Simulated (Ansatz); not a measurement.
All numbers were calculated with Ansatz.

A structure relaxed at PBE0-D4/def2-TZVP, charge 0, multiplicity 1:

Cartesian coordinates in Å:
```
B -0.061 -1.665 -0.882
N 0.517 -0.589 -0.192
C 0.073 -0.253 1.158
C -1.152 0.604 1.224
C -1.873 1.026 0.198
Si 1.800 0.340 -0.901
Cl 1.196 2.224 -1.453
H -0.886 -2.336 -0.331
H 0.293 -1.897 -2.001
H 0.885 0.250 1.699
H -0.119 -1.182 1.706
H -1.449 0.874 2.235
H -1.609 0.787 -0.825
H -2.754 1.638 0.351
H 2.283 -0.357 -2.106
H 2.857 0.536 0.118
```

(1) Give its formula and SMILES.

(2) Point group (tolerance 0.08 Å, 0.16 Å for H)?

(3) Summarise the bond lengths by kind.

Results:

(1) C3H9BClNSi, `BN(CC=C)[SiH2]Cl`.

(2) C1.

(3) 1 × B–N 1.403 Å; 2 × B–H 1.196 to 1.197 Å; 1 × C–N 1.460 Å; 1 × N–Si 1.736 Å; 2 × C–C 1.323 to 1.496 Å; 5 × C–H 1.083 to 1.098 Å; 1 × Cl–Si 2.055 Å; 2 × H–Si 1.474 to 1.481 Å.
